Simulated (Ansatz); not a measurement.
Diatomic CuBr, closed-shell singlet (the spin of the measured ground state). No spin–orbit coupling. Cu is treated without relativity. Br is treated without relativity.

Seven points along R, fitted to fifth degree in 1/R; most abundant isotopes. Runs in def2 and cc sets follow the lowest solution found near the PBE0 minimum. The singlet is held restricted.

Programs: Ansatz (Gaussian basis) for Hartree–Fock, density functionals and correlated methods. Each number belongs to the level named beside it.

Energies at BHLYP/def2-TZVPP:

| R (Å) | E (hartree) |
|---|---|
| 2.052472 | -4214.64728582 |
| 2.107646 | -4214.65220827 |
| 2.158406 | -4214.65488121 |
| 2.215787 | -4214.65618938 |
| 2.273168 | -4214.65604723 |
| 2.339377 | -4214.65448612 |
| 2.416621 | -4214.65124708 |

Problem. With a reduced mass of 35.0114 u, find the minimum, the force constant and the constants.

Solution. A fifth-degree polynomial in 1/R puts the minimum at r_e = 2.2376 Å with force constant 174 N/m. Then ω_e = (1/2πc)√(k/μ) = 291 cm⁻¹ and B_e = h/(8π²cμr_e²) = 0.09616 cm⁻¹; the cubic and quartic terms give α_e = 0.00041 and ω_e x_e = 0.80 cm⁻¹.

Ansatz is a program for electronic structure.
